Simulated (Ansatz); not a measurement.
Reaction (ligand exchange at a Ga–F bond): `[F][Ga]([F])[F]` + silanol → `[F][Ga]([F])[O][SiH3]` + H–F

Program: Ansatz. Geometries: PBE0-D4/def2-TZVP. ΔE: electronic, gas phase. CCSD(T)/CBS is the MP2 limit (def2-TZVPP, def2-QZVPP) plus CCSD(T) − MP2 in def2-TZVPP, frozen cores. This one scheme is used for every species. Functionals use def2-TZVPP. B3LYP here is the variant with VWN-RPA as its local correlation; programs differ in this. HSE06 is defined as in plane-wave codes. For Ga outer-core shells are correlated without core-valence functions, which leaves a few kJ/mol of doubt a bond. Scalar relativity is left out up to krypton. Each species was taken in one conformer, which may not be the lowest.

`[F][Ga]([F])[F]`:

Cartesian coordinates in Å:
```
F -1.104 0.567 1.196
Ga 0.000 0.000 0.000
F -0.593 -0.621 -1.495
F 1.697 0.053 0.299
```

`O[SiH3]`:

Z-matrix (Å, degrees):
```
Si
O 1 1.648
H 1 1.489 2 111.7
H 1 1.489 2 111.7 3 120.9
H 1 1.481 2 105.9 3 -119.6
H 2 0.957 1 117.9 3 -60.5
```

`[F][Ga]([F])[O][SiH3]`:

Cartesian coordinates in Å:
```
F 1.767 1.454 1.379
Ga 0.138 1.558 0.796
F -0.739 3.006 1.142
O -0.605 0.264 -0.107
Si -0.220 -1.232 -0.672
H 0.202 -2.117 0.445
H 0.886 -1.143 -1.661
H -1.430 -1.789 -1.322
```

H–F:

Cartesian coordinates in Å:
```
F 0.153 0.024 0.433
H -0.153 -0.024 -0.433
```

| level | ΔE (kJ/mol) |
| --- | --- |
| PBE-D4 | 8.9 |
| B3LYP-D4 | 4.8 |
| HSE06-D4 | 4.4 |
| PBE0 | 8.5 |
| r2SCAN0 | 6.6 |
| HF/def2-QZVPP | 8.9 |
| MP2/def2-QZVPP | -2.4 |
| HF/CBS(def2) | 9.1 |

(1) What does CCSD(T)/CBS give? (An estimate is asked.)

Largest T1 diagnostic among the species: 0.015.

## Answers

(1) Ansatz gave: -3.0 kJ/mol. The listed levels differ from it by 11.9, 7.8, 7.4, 11.5, 9.6, 11.9, 0.6, 12.1 kJ/mol.

From BLYP to BHLYP (50 % exact exchange), in def2-TZVPP and without D4, ΔE moves by −8.4 kJ/mol. The D4 term adds −7.3 kJ/mol with B3LYP and −4.1 kJ/mol with PBE0; it sums over pairs of atoms, weighted by their polarisabilities, and B3LYP, whose exchange is more repulsive, gets the larger term.
